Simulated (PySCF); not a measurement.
C3H7O, charge -1, singlet, geometry from GFN2-xTB; CCSD/3-21G (PySCF).

Here is a job for PySCF.
```python
from pyscf import gto, scf, cc

mol = gto.M(
    atom='''
O 
C  1 1.376639
C  1 1.476936 2 114.737426
C  2 1.533862 1 111.308120 3 180.000000
H  2 1.116551 1 111.075586 3 -58.737205
H  2 1.116551 5 105.806092 1 -120.638382
H  3 1.146902 1 105.068692 2 -53.384329
H  3 1.146902 7 101.620033 1 -109.282862
H  4 1.088324 2 109.644980 6 63.232894
H  4 1.088324 9 108.337563 2 -119.628973
H  4 1.091620 9 109.195304 10 -118.826630
''',
    basis='3-21g',
    charge=-1,
    verbose=4,
)

mf = scf.RHF(mol)
mf.kernel()

mycc = cc.CCSD(mf)
mycc.kernel()
print('E(CCSD) = %.10f' % mycc.e_tot)
```

It wrote (shortened):

```
PySCF version 2.14.0

[INPUT] verbose = 4
[INPUT] num. atoms = 11
[INPUT] num. electrons = 34
[INPUT] charge = -1
[INPUT] spin (= nelec alpha-beta = 2S) = 0
[INPUT] symmetry False subgroup None
[INPUT] Mole.unit = angstrom
[INPUT] Symbol           X                Y                Z      unit          X                Y                Z       unit  Magmom
[INPUT]  1 O      0.000000000000   0.000000000000   0.000000000000 AA    0.000000000000   0.000000000000   0.000000000000 Bohr   0.0
[INPUT]  2 C      1.376639000000   0.000000000000   0.000000000000 AA    2.601470682395   0.000000000000   0.000000000000 Bohr   0.0
[INPUT]  3 C     -0.618039271346   0.000000000000   1.341405012355 AA   -1.167924957069   0.000000000000   2.534888095469 Bohr   0.0
[INPUT]  4 C      1.934018784366  -0.000000000000  -1.429006791805 AA    3.654765822215  -0.000000000000  -2.700431466655 Bohr   0.0
[INPUT]  5 H      1.778149890552   0.890578941878   0.540688716965 AA    3.360216301569   1.682950292453   1.021753593706 Bohr   0.0
[INPUT]  6 H      1.778149877907  -0.890578933756   0.540688739732 AA    3.360216277673  -1.682950277106   1.021753636730 Bohr   0.0
[INPUT]  7 H     -0.142883702378  -0.888912092060   1.888622222860 AA   -0.270011065159  -1.679800402807   3.568978753972 Bohr   0.0
[INPUT]  8 H     -0.142883710163   0.888912095584   1.888622223894 AA   -0.270011079869   1.679800409467   3.568978755927 Bohr   0.0
[INPUT]  9 H      1.581064303355  -0.882353213407  -1.959407649742 AA    2.987778518667  -1.667405918469  -3.702743824390 Bohr   0.0
[INPUT] 10 H      1.581064308313   0.882353215567  -1.959407649449 AA    2.987778528037   1.667405922550  -3.702743823836 Bohr   0.0
[INPUT] 11 H      3.025592395461   0.000000001649  -1.418943195975 AA    5.717540991988   0.000000003116  -2.681414026708 Bohr   0.0

nuclear repulsion = 124.38034730736
number of shells = 34
number of NR pGTOs = 81
number of NR cGTOs = 50
basis = 3-21g
ecp = {}

******** <class 'pyscf.scf.hf.RHF'> ********
method = RHF
initial guess = minao
damping factor = 0
level_shift factor = 0
DIIS = <class 'pyscf.scf.diis.CDIIS'>
diis_start_cycle = 1
diis_space = 8
diis_damp = 0
SCF conv_tol = 1e-09
SCF conv_tol_grad = None
SCF max_cycles = 50
direct_scf = True
direct_scf_tol = 1e-13
Set gradient conv threshold to 3.16228e-05
Initial guess from minao.
init E= -191.585724468427
  HOMO = -0.155702234127781  LUMO = 0.177835458384819  gap/eV = 9.07602
cycle= 1 E= -191.246218307507  delta_E= 0.34  |g|= 0.527  |ddm|= 2.96
  HOMO = 0.0432421999323398  LUMO = 0.410831816890284  gap/eV = 10.00262
cycle= 2 E= -191.303368829135  delta_E= -0.0572  |g|= 0.305  |ddm|= 0.899
  HOMO = -0.00452969605386633  LUMO = 0.424783392693243  gap/eV = 11.68220
cycle= 3 E= -191.320622993849  delta_E= -0.0173  |g|= 0.0467  |ddm|= 0.345
  HOMO = -0.0172036734159944  LUMO = 0.429578548353083  gap/eV = 12.15756
cycle= 4 E= -191.321678899589  delta_E= -0.00106  |g|= 0.0136  |ddm|= 0.132
  HOMO = -0.0141840575192331  LUMO = 0.429276498411515  gap/eV = 12.06718
cycle= 5 E= -191.321796034636  delta_E= -0.000117  |g|= 0.00533  |ddm|= 0.0445
  HOMO = -0.0154027835635442  LUMO = 0.429377853812231  gap/eV = 12.10310
cycle= 6 E= -191.321825211095  delta_E= -2.92e-05  |g|= 0.00129  |ddm|= 0.0344
  HOMO = -0.0155337057975635  LUMO = 0.429356754654818  gap/eV = 12.10609
cycle= 7 E= -191.321826814284  delta_E= -1.6e-06  |g|= 0.000318  |ddm|= 0.00843
  HOMO = -0.015483668001965  LUMO = 0.429390740300308  gap/eV = 12.10565
cycle= 8 E= -191.321826897881  delta_E= -8.36e-08  |g|= 0.000108  |ddm|= 0.00166
  HOMO = -0.0154939046657234  LUMO = 0.429380987545026  gap/eV = 12.10566
cycle= 9 E= -191.321826909117  delta_E= -1.12e-08  |g|= 2.66e-05  |ddm|= 0.000631
  HOMO = -0.0154922820318921  LUMO = 0.429380900893277  gap/eV = 12.10562
cycle= 10 E= -191.321826909917  delta_E= -8e-10  |g|= 5.21e-06  |ddm|= 0.000176
  HOMO = -0.01549244280426  LUMO = 0.429380809996967  gap/eV = 12.10562
Extra cycle  E= -191.32182690994  delta_E= -2.3e-11  |g|= 2.57e-06  |ddm|= 1.6e-05
converged SCF energy = -191.32182690994

******** <class 'pyscf.cc.ccsd.CCSD'> ********
CC2 = 0
CCSD nocc = 17, nmo = 50
max_cycle = 50
direct = 0
conv_tol = 1e-07
conv_tol_normt = 1e-05
diis_space = 6
diis_start_cycle = 0
diis_start_energy_diff = 1e+09
Init t2, MP2 energy = -191.718027219182  E_corr(MP2) -0.396200309241925
Init E_corr(CCSD) = -0.396200309246021
cycle = 1  E_corr(CCSD) = -0.418027258611657  dE = -0.0218269494  norm(t1,t2) = 0.0597629
cycle = 2  E_corr(CCSD) = -0.431384607522852  dE = -0.0133573489  norm(t1,t2) = 0.0192588
cycle = 3  E_corr(CCSD) = -0.434704199008894  dE = -0.00331959149  norm(t1,t2) = 0.00933988
cycle = 4  E_corr(CCSD) = -0.436767701804979  dE = -0.0020635028  norm(t1,t2) = 0.00344794
cycle = 5  E_corr(CCSD) = -0.436735791445657  dE = 3.19103593e-05  norm(t1,t2) = 0.00113167
cycle = 6  E_corr(CCSD) = -0.436679555138317  dE = 5.62363073e-05  norm(t1,t2) = 0.000440144
cycle = 7  E_corr(CCSD) = -0.436670018791335  dE = 9.53634698e-06  norm(t1,t2) = 0.000176929
cycle = 8  E_corr(CCSD) = -0.436676642364244  dE = -6.62357291e-06  norm(t1,t2) = 7.19518e-05
cycle = 9  E_corr(CCSD) = -0.436676083270848  dE = 5.59093396e-07  norm(t1,t2) = 3.13339e-05
cycle = 10  E_corr(CCSD) = -0.436676011591317  dE = 7.16795306e-08  norm(t1,t2) = 1.13701e-05
cycle = 11  E_corr(CCSD) = -0.436676025036717  dE = -1.34454002e-08  norm(t1,t2) = 4.35233e-06
CCSD converged
E(CCSD) = -191.7585029349765  E_corr = -0.4366760250367173
E(CCSD) = -191.7585029350
```
